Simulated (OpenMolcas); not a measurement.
An OpenMolcas run meant for Ta II (ANO-R3, X2C; inactive shells 1s 2s 2p 3s 3p 3d 4s 4p 4d 4f 5s 5p; intended active space 4 electrons in 6 orbitals (5d 6s)). One step of its input:

```
&CASPT2
Multistate=15 1 2 3 4 5 6 7 8 9 10 11 12 13 14 15
Frozen=14 16
IPEA=0.25
Imaginary=1.5
MaxIter=60
WThr=0.0 0.3 0.05
PrWF=0.5
NoMix
```

The run finished. Its levels beside those of a sound run (SS-CASPT2, IPEA 0.25 Eh, imaginary shift 0.1 Eh (closed shells correlated: 5s 5p)), in cm-1 above each run's lowest level:

| Level | This run | Usual run |
| --- | --- | --- |
| 5d3 6s 5F1 | 0.0 | 0.0 |
| 5d3 6s 5F2 | 1082 | 1052 |
| 5d3 6s 5F3 | 2702 | 2711 |
| 5d3 6s 3P0(1) | 5362 | 3807 |
| 5d2 6s2 3F2 [64 %] | 7850 | 4263 |
| 5d3 6s 5F4 | 4565 | 4579 |
| 5d3 6s 3P1(1) | 6190 | 4767 |
| 5d3 6s 5F5 | 6380 | 6367 |
| 5d2 6s2 3F3 | 9922 | 6891 |
| 5d2 6s2 3F4 | 12043 | 9337 |
| 5d3 6s 5P1 | 11533 | 11411 |
| 5d4 5D0 | 13881 | 13785 |
| 5d4 5D1 | 14242 | 14178 |
| 5d3 6s 3G5 [55 %] | 15696 | 15022 |

**Question.** Which setting is unsound, and how much does it matter here?

**Answer.** The level shift is far above the usual 0.1 to 0.3 hartree and damps the second-order energy. Against the sound run the excited levels shown move by 1000 cm-1 on average and by 3600 cm-1 at most.

CASPT2 breaks the degeneracy within a term, and the mean is taken; among the terms shown or strongly mixed into the levels shown the widest spread is 440 cm-1 (5d3 6s 5F, the sound run). Configurations are named by rounded mean occupations; where the s occupation lies near a half they are strongly mixed, a name can repeat and a true partner stay unpaired. A single d shell beside an s shell can misplace configurations of different d count against each other. Levels of configurations outside the active space are missing.

A share in square brackets marks a mixed level and gives the weight of the term that names it, the lowest over the columns. A number in round brackets counts repeated terms of one configuration in the order of the reference energies.
